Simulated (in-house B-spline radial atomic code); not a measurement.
Relativistic effects in Ne2+, [He] 2s2 2p4: non-relativistic Hartree-Fock (point nucleus) against Dirac-Hartree-Fock (Fermi nucleus of rms radius 3.0055 fm), both averages of the configuration, computed with a B-spline radial code for spherical atoms.

| orbital | ε NR (Eh) | ε Dirac (Eh) | <r> NR (bohr) | <r> Dirac (bohr) | change of <r> (%) |
| --- | --- | --- | --- | --- | --- |
| 1s1/2 | -34.645 | -34.69 | 0.1575 | 0.1572 | -0.2 |
| 2s1/2 | -3.4134 | ? | 0.8278 | ? | ? |
| 2p1/2 | -2.4885 | ? | 0.8069 | ? | ? |
| 2p3/2 | -2.4885 | -2.4865 | 0.8069 | 0.8071 | 0.0 |

What happens to 2s1/2?

Its energy goes to -3.4198 hartree and <r> to 0.8265 bohr (-0.16 %).

What happens to 2p1/2?

Its energy goes to -2.4915 hartree and <r> to 0.8057 bohr (-0.15 %).

What explains the pattern of contraction and expansion?

The s and p1/2 orbitals contract directly, as their density near the nucleus moves at relativistic speed. Nothing expands appreciably in this ion.

By how much does the total energy change?

By -0.1462 hartree, from -126.309 to -126.456.
